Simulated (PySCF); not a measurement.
Predicted microwave data (CAM-B3LYP/def2-SVPD in PySCF (dipole) on a GFN2-xTB geometry, gas phase) for one isomer of C6H8SSi:

```
Rotational constants : A = 3785, B = 853.6, C = 772.5 MHz
Dipole components    : |μa| = 0.03 D, |μb| = 1.27 D, |μc| = 0.20 D
Inertial defect      : -71.41 u·Å²
κ                    : -0.95
```

**Question.** Which structure is it? (One computed conformer of each.)
A. `[SH:1][SiH2:2][c:3]1[cH:4][cH:5][cH:6][cH:7][cH:8]1` with H–S1–Si2–C3 55°, S1–Si2–C3–C4 -164°
B. `[CH3:1][C:2](=[S:3])[C:4]1=[CH:5][CH:6]=[CH:7][SiH2:8]1` with C1–C2–C4–C5 0°
C. `[SiH3:1][S:2][C:3]1=[CH:4][C@@H:5]2[CH:6]=[CH:7][C@H:8]12` with Si1–S2–C3–C4 1°

**Answer.** C. It is [SiH3]SC1=C[C@@H]2C=C[C@H]12, a near-prolate asymmetric top, point group C1. The candidates at the same level (rigid rotor, commonest isotopes):

| SMILES | A (MHz) | B (MHz) | C (MHz) | μa (D) | μb (D) | μc (D) | Δ (u·Å²) | point group | rotor |
| --- | --- | --- | --- | --- | --- | --- | --- | --- | --- |
| [SiH3]SC1=C[C@@H]2C=C[C@H]12 | 3785 | 853.6 | 772.5 | 0.03 | 1.27 | 0.20 | -71.41 | C1 | near-prolate asymmetric top |
| CC(=S)C1=CC=C[SiH2]1 | 2656 | 1094 | 786.0 | 2.46 | 2.46 | 0.00 | -9.23 | Cs | asymmetric top |
| S[SiH2]c1ccccc1 | 3587 | 794.2 | 662.9 | 1.96 | 0.36 | 0.48 | -14.90 | C1 | near-prolate asymmetric top |

`S[SiH2]c1ccccc1` has C 14 % too low; `CC(=S)C1=CC=C[SiH2]1` has A 30 % too low. No structure here is proved a minimum.
